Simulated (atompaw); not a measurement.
# Varying the PAW (atompaw) potential for Mg (Z = 12)

Base potential:

```json
{
 "Element": "Mg (Z = 12)",
 "Generator": "atompaw 4.2.0.5",
 "Type": "PAW",
 "Functional": "PBE",
 "Relativity": "non-relativistic",
 "Frozen core": "[Ne]",
 "Valence charge": "2",
 "Reference configuration": "3s2 3p0",
 "Partial waves": "3s (bound): rc 3.00 bohr; 3s channel at 4.8 Ry: rc 2.45 bohr; 3p (bound, empty): rc 3.00 bohr; 3p channel at 0.6 Ry: rc 3.00 bohr; 3d channel at 0.4 Ry: rc 3.00 bohr",
 "Local potential": "ultrasoft scheme with l = 3 at 0.5 Ry, radius 1.95 bohr",
 "Core correction": "smooth core density matched at 1.70 bohr",
 "Augmentation charge": "gaussian compensation charge, radius 3.00 bohr; PAW radius 3.00 bohr; waves and projectors: custom rrkj gramschmidtortho"
}
```

Cutoffs, loose and tight: the cutoffs (Ry, on a coarse ladder) from which the occupation-weighted sum of valence levels, in a spherical-Bessel basis at the reference potential, stays within 10 and 1 mRy of its value at 400 Ry. They see the waves, projectors and local potential, not the compensation charge or the core. A dash means not determined.

A true bound ghost makes a file unfit for plane-wave use even where its test errors are small: the radial tests pick states by their node count and pass the ghost by.

| change | outcome | cutoff, loose | cutoff, tight | bound ghosts |
| --- | --- | --- | --- | --- |
| base | generated | 6 Ry | 6 Ry | none |
| wave 3s (bound): rc 3.00 bohr becomes 3s (bound): rc 1.66 bohr | generated | 35 Ry | 50 Ry | s |
| wave 3s (bound): rc 3.00 bohr becomes 3s (bound): rc 1.76 bohr | generated | 35 Ry | 50 Ry | s |
| wave 3s (bound): rc 3.00 bohr becomes 3s (bound): rc 2.06 bohr | generated | 6 Ry | 8 Ry | none |
| wave 3s (bound): rc 3.00 bohr becomes 3s (bound): rc 2.32 bohr | generated | 6 Ry | 6 Ry | none |
| wave 3s (bound): rc 3.00 bohr becomes 3s (bound): rc 2.52 bohr | generated | 6 Ry | 6 Ry | none |
| wave 3s (bound): rc 3.00 bohr becomes 3s (bound): rc 2.66 bohr | generated | 6 Ry | 6 Ry | none |
| wave 3s (bound): rc 3.00 bohr becomes 3s (bound): rc 2.86 bohr | generated | 6 Ry | 6 Ry | none |
